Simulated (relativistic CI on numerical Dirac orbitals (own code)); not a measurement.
**Ru5+: resonant inelastic scattering at the L2,3 edge**

Computed with this model: Dirac-Coulomb-Breit CI, KLI orbitals optimised for each configuration, a model potential for QED, valence Slater integrals scaled by 0.8, Kramers-Heisenberg scattering through one core-hole configuration in a parametric crystal field; configurations [Kr] 4d3 → [He] 2s2 2p5 3s2 3p6 3d10 4s2 4p6 4d4; 300 K; core-hole width 1.6 eV; summed over polarisations. Incident energies are the highest absorption maxima for each field (at most a few, so the weaker spin-orbit partner edge can be absent), on the computed scale of the free ion. Intensities are in per cent of the strongest line above 0.02 eV; levels within 1 cm⁻¹ are merged; final levels count from the ground level, the first row holds all elastic scattering, lines under 0.4 are left out and each table stops after 24 rows. The scale of the Slater integrals is a model choice and moves the terms in proportion.

Field parameters in Wybourne normalisation: D4h B²₀ = −7Ds, B⁴₀ = 21(Dq − Dt), B⁴₄ = 21√(5/14) Dq; Oh B⁴₀ = 21Dq, B⁴₄ = √(5/14) B⁴₀. The field is a parameter set, without covalency, and values of 10Dq over about 45,000 cm⁻¹ lie beyond real compounds.

S is read from ⟨S²⟩ = S(S + 1).

Oh, 10Dq = 50200 cm⁻¹:

```csv
Final level (eV),Degeneracy,Irrep,S,2846 eV,2850.3 eV,2851.7 eV
0.000,4,Γ8,1.50,411.7,491.5,418.9
1.997,4,Γ8,0.50,12.0,1.3,4.0
2.046,4,Γ8,0.50,9.7,2.0,1.9
2.090,2,Γ6,0.50,9.3,1.6,0.9
3.274,4,Γ8,0.51,21.9,2.4,1.4
3.294,2,Γ7,0.50,16.1,1.7,0.9
6.166,2,Γ7,1.50,1.9,38.9,3.8
6.208,4,Γ8,1.50,4.0,100.0,27.8
6.271,4,Γ8,1.50,3.9,74.0,14.0
6.286,2,Γ6,1.50,1.7,37.5,9.8
7.295,2,Γ6,1.46,1.4,35.9,11.8
7.351,4,Γ8,1.49,2.0,40.1,17.6
7.392,2,Γ7,1.49,0.3,14.0,5.0
7.400,4,Γ8,1.50,0.7,25.8,10.9
7.870,2,Γ6,0.57,0.1,0.6,1.5
```

D4h, 10Dq = 54300, Ds = 2230, Dt = 950 cm⁻¹:

| Final level (eV) | Degeneracy | Irrep | S | 2846.1 eV | 2849.6 eV | 2851.1 eV |
| --- | --- | --- | --- | --- | --- | --- |
| 0.000 | 2 | Γ7 | 1.50 | 855.8 | 604.9 | 1053.0 |
| 0.001 | 2 | Γ6 | 1.50 | 13.3 | 3.7 | 6.5 |
| 1.965 | 2 | Γ7 | 0.51 | 18.6 | 2.5 | 3.0 |
| 1.978 | 2 | Γ6 | 0.50 | 11.1 | 1.3 | 3.5 |
| 2.009 | 2 | Γ7 | 0.50 | 8.1 | 1.0 | 4.4 |
| 2.058 | 2 | Γ6 | 0.50 | 13.6 | 2.8 | 1.8 |
| 2.074 | 2 | Γ6 | 0.50 | 16.9 | 3.2 | 3.0 |
| 3.254 | 2 | Γ7 | 0.51 | 31.3 | 4.6 | 1.9 |
| 3.276 | 2 | Γ6 | 0.51 | 23.8 | 3.2 | 2.4 |
| 3.351 | 2 | Γ7 | 0.51 | 26.7 | 4.2 | 2.4 |
| 5.390 | 2 | Γ7 | 1.49 | 7.7 | 89.7 | 14.9 |
| 5.442 | 2 | Γ7 | 1.50 | 6.9 | 83.7 | 22.9 |
| 5.497 | 2 | Γ6 | 1.50 | 6.6 | 71.8 | 20.2 |
| 5.564 | 2 | Γ6 | 1.49 | 5.8 | 57.0 | 11.6 |
| 6.198 | 2 | Γ7 | 1.49 | 2.6 | 34.2 | 12.4 |
| 6.203 | 2 | Γ6 | 1.49 | 2.4 | 32.4 | 17.1 |
| 6.734 | 2 | Γ7 | 1.49 | 3.2 | 31.9 | 87.0 |
| 6.746 | 2 | Γ6 | 1.50 | 3.1 | 30.7 | 100.0 |
| 7.211 | 2 | Γ6 | 0.51 | 0.4 | 2.8 | 12.2 |
| 7.286 | 2 | Γ7 | 0.51 | 0.4 | 2.1 | 9.8 |
| 7.338 | 2 | Γ6 | 0.52 | 0.3 | 1.6 | 6.2 |
| 7.652 | 2 | Γ7 | 0.51 | 0.4 | 0.7 | 2.9 |
| 7.682 | 2 | Γ6 | 0.50 | 0.6 | 4.8 | 22.3 |
| 7.777 | 2 | Γ6 | 0.51 | 0.4 | 2.2 | 10.4 |

For the first field the strongest loss at the lowest incident energy is the level at 3.27 eV (S = 0.51, against 1.50 in the thermal ground state). Levels of other spin, the first over 8 % at 2.00 eV, appear because spin-orbit coupling of the core hole, and in heavier ions of the valence shell too, mixes spins.
